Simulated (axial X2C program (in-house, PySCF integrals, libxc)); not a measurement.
## Cl or S: which binds elements of chip processing more strongly?

Calculated with an in-house relativistic program for diatomic molecules, spin-free (one-electron X2C) or two-component (2c: spin–orbit coupling with atomic mean-field Coulomb and Gaunt terms, which also bring small scalar terms), in Dyall basis sets with cores contracted in-house; open shells are unrestricted.

Level PBE0, spin-free. Dyall triple-zeta sets: BCl v3z/av3z; BS v3z/av3z; AlCl v3z/av3z; AlS v3z/av3z; GeCl cv3z/av3z; GeS cv3z/av3z; InCl cv3z/av3z; InS cv3z/av3z; SnCl cv3z/av3z; SnS cv3z/av3z; SbCl cv3z/av3z; SbS cv3z/av3z; TaCl cv3z/av3z; TaS cv3z/av3z.

Diatomic bonds are a first guide to the radicals met in plasma etching, cleaning and deposition, though surfaces and higher halides or oxides behave in their own way.

| element M | state of MCl | Re MCl (Å) | D0 MCl (eV) | state of MS | Re MS (Å) | D0 MS (eV) |
| --- | --- | --- | --- | --- | --- | --- |
| B | M_S = 0, Λ = 0 | 1.720 | 5.23 | M_S = 1/2, Λ = 0 | 1.610 | 5.85 |
| Al | M_S = 0, Λ = 0 | 2.155 | 5.07 | M_S = 1/2, Λ = 0 | 2.039 | 4.10 |
| Ge | M_S = 1/2, Λ = 1 | 2.177 | 4.03 | M_S = 0, Λ = 0 | 2.011 | 5.55 |
| In | M_S = 0, Λ = 0 | 2.418 | 4.54 | M_S = 1/2, Λ = 0 | 2.275 | 3.22 |
| Sn | M_S = 1/2, Λ = 1 | 2.373 | 3.88 | M_S = 0, Λ = 0 | 2.207 | 4.92 |
| Sb | M_S = 1, Λ = 0 | 2.344 | 3.17 | M_S = 1/2, Λ = 1 | 2.208 | 3.44 |
| Ta | M_S = 2, Λ = 1 | 2.277 | 4.50 | M_S = 3/2, Λ = 0 | 2.127 | 5.70 |

**Question.** Work out the energy at 0 K of MCl + S → MS + Cl for each element.

**Answer.** ΔE = D0(MCl) − D0(MS) at PBE0, spin-free: B -0.62, Al 0.97, Ge -1.52, In 1.32, Sn -1.04, Sb -0.27, Ta -1.20 eV (negative: the exchange gives off energy).

**Question.** For which element is the exchange to S most and for which least favourable, and what is the energy of GeCl + InS → GeS + InCl?

**Answer.** Ge most (-1.52 eV), In least (1.32 eV). The atoms cancel in the double exchange: ΔE = -1.52 − (1.32) = -2.84 eV, a figure less sensitive to errors in the atoms than D0 itself.

Each entry is the lowest single determinant of a limited PBE0 search at one distance. D0 = De minus the zero-point energy; De goes to single-determinant-based atoms at the same level (for ions the charge split of lowest energy) and is withheld (n/a) where an atom does not fit its ground term or J level. Main or longest-lived isotopes. One determinant is a doubtful description, or other states lie close, for InS, SbCl, SbS, TaCl, TaS; these need not be ground states, and all values refer to the states named. The functionals have no current term, which raises determinants with orbital currents. Spin-free values lack the spin–orbit lowering of the atoms, a third of the ²P splitting for halogens (0.036 eV for Cl, 0.152 eV for Br from NIST levels). These D0 were not checked against measured values; triple-zeta sets, frozen cores and single determinants leave errors of some tenths of an eV, more for transition metals.
